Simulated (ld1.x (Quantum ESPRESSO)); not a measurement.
tellurium (Te), TM: configuration errors across variants

| Quantity | Value |
| --- | --- |
| Element | Te (Z = 52) |
| Generator | ld1.x (Quantum ESPRESSO) 7.5 |
| Type | norm-conserving Troullier–Martins (Kleinman–Bylander form) |
| Functional | PBE |
| Relativity | scalar-relativistic |
| Frozen core | [Kr] |
| Valence charge | 16 |
| Reference configuration | 4d10 5s2 5p3 (charge +1) |
| Partial waves | 5p (bound): rc 1.80 bohr; 4d (bound): rc 1.05 bohr; 5s (bound): rc 1.55 bohr |
| Local potential | the s channel |
| Core correction | Bessel-smoothed model core, default radius (core density twice the valence density) |

All-electron excitation energies from the reference (eV): (1) 4d10 5s2 5p4 -9.729; (2) 4d10 5s2 5p2 17.925; (3) 4d10 5s2 5p1 44.822; (4) 4d10 5s2 5p3.5 -5.831; (5) 4d10 5s2 5p0 81.305; (6) 4d10 5s1 5p4 9.842; (7) 4d10 5s1 5p5 -0.474.

The default core radius of the base comes out at 0.58 bohr.

4 further variants failed, have other tests or another functional or relativity, and are left out.

A true bound ghost makes a file unfit for plane-wave use even where its test errors are small: the radial tests pick states by their node count and pass the ghost by.

Errors AE − PS in meV (a dash: test not solved or not reliable):

| change | (1) | (2) | (3) | (4) | (5) | (6) | (7) | bound ghosts |
| --- | --- | --- | --- | --- | --- | --- | --- | --- |
| base | +4.2 | -2.0 | -1.6 | +2.0 | -4.2 | -3.3 | -2.3 | none |
| core correction none | +4.2 | -1.2 | +6.7 | +2.0 | +36 | -1.1 | -0.7 | none |
| all radii but the core radius scaled by about 0.93 (s 1.44, p 1.68, d 0.98 bohr) | +3.9 | -1.8 | +1.0 | +1.9 | +8.6 | -2.9 | -1.8 | none |
| wave 4d (bound): rc 1.05 bohr becomes 4d (bound): rc 1.22 bohr | +4.2 | -2.0 | -1.6 | +1.9 | -4.1 | -3.3 | -2.3 | none |
| wave 5p (bound): rc 1.80 bohr becomes 5p (bound): rc 2.64 bohr | +4.0 | -4.0 | -15 | +1.9 | -53 | +1.2 | +1.0 | none |
| wave 5s (bound): rc 1.55 bohr becomes 5s (bound): rc 1.96 bohr | +4.3 | -2.1 | -2.5 | +2.0 | -9.4 | -3.0 | -1.5 | none |

Problem. Give the same row for: local potential the d channel.

Solution. +3.6, -2.6, -2.5, +1.8, -1.0, -3.2, -1.9; bound ghosts: s, p.
